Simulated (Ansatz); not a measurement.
`NBBF` + HCl → `FBBCl` + NH₃ at 600 K and 1 bar (ligand exchange at a B–N bond).

Program: Ansatz. Geometries: PBE0-D4/def2-TZVP. ΔE: electronic, gas phase. CBS: MP2 limit from def2 TZ/QZ plus the TZ coupled-cluster correction, frozen cores. This one scheme is used for every species. Each species was taken in one conformer, which may not be the lowest.

```csv
species,CCSD(T)/CBS energy (Eh),H − E (kJ/mol),S (J/(mol·K))
`NBBF`,-206.56125,191.3,373.3
HCl,-460.38127,35.4,207.2
`FBBCl`,-610.41691,116.1,363.8
NH₃,-56.50880,112.4,219.5
```

H − E and S are ideal-gas, rigid-rotor, harmonic terms from PBE0-D4/def2-TZVP, for one conformer and one mirror image of each species. 1 Eh = 2625.50 kJ/mol, R = 8.31446 J/(mol·K).

By hand: ΔE, ΔH, ΔS and ΔG.

ΔE = (-610.41691) + (-56.50880) − (-206.56125) − (-460.38127) = 0.01681 Eh = 44.1 kJ/mol. Δ(H − E) = 116.1 + 112.4 − 191.3 − 35.4 = 1.8, so ΔH = 45.9 kJ/mol. ΔS = 363.8 + 219.5 − 373.3 − 207.2 = 2.8 J/(mol·K). ΔG = 45.9 − 600 × (2.8)/1000 = 44.2 kJ/mol.

By hand: the equilibrium constant, and the temperature at which ΔG would vanish if ΔH and ΔS stayed fixed.

log₁₀ K = −ΔG/(RT ln 10) = -3.8. ΔG = 0 at ΔH/ΔS = 16393 K, far beyond where these terms or the molecules hold.

The number of gas molecules stays the same, so ΔS is small and ΔH decides. A doubt of 5 kJ/mol in ΔE shifts log₁₀ K by 0.4 here. Other conformers and mirror images would add mixing entropy, several J/(mol·K) or more a flexible species. Modes under 60 cm⁻¹, often nearly free rotors, make the harmonic entropy too high. These are equilibria of isolated gas molecules and say nothing of rates. Largest T1 diagnostic: 0.015 (customary marks: 0.02 for closed shells, 0.045 for open ones).
